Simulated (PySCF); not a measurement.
**Computed properties of In(Cl)2(SH) (Cl2HInS), SMILES [SH][In]([Cl])[Cl]**

Cl2HInS, SMILES [SH][In]([Cl])[Cl]. Geometry: B3LYP-D3(BJ)/def2-SVP. The def2 effective core potentials stand for the cores of In; spin–orbit coupling is left out. One conformer was computed; it need not be the lowest. All values are computed for the isolated molecule unless a solvent is named; none is compared with measurement here.

**Structure.** The optimised structure has Cs symmetry. All 9 harmonic modes at B3LYP-D3(BJ)/def2-SVP (PySCF) are real, so it is a minimum. With heavy atoms numbered as in [In:1]([Cl:2])([Cl:3])[SH:4], the shortest bond between them is In1–Cl2 at 2.346 Å and the longest In1–S4 at 2.398 Å.

**Vibrations.** The strongest infrared lines (harmonic, unscaled, degenerate partners summed) lie at 384 cm⁻¹ (55 km/mol, Cl 58 %, In 31 %, S 11 %), 378 cm⁻¹ (49 km/mol, Cl 47 %, In 30 %, S 22 %), 222 cm⁻¹ (18 km/mol, H 96 %). The softest mode is at 78 cm⁻¹ and the zero-point energy is 7.1 kcal/mol.

**Electronic structure.** CAM-B3LYP/def2-TZVP (PySCF) places the frontier levels at -9.61 and -1.86 eV, a gap of 7.75 eV, and gives a dipole moment of 1.82 D and a mean polarisability of 79.7 bohr³.

**Excitations.** TDA-B3LYP/def2-SVPD (PySCF) has S1 at 3.80 eV (326 nm, f = 0.007, weak); the most intense of the 10 singlets computed lies at 4.76 eV (f = 0.05). T1 (TDA) is at 3.44 eV, 0.36 eV under S1. No vertical singlet excitation falls in the visible range (under 3.1 eV).
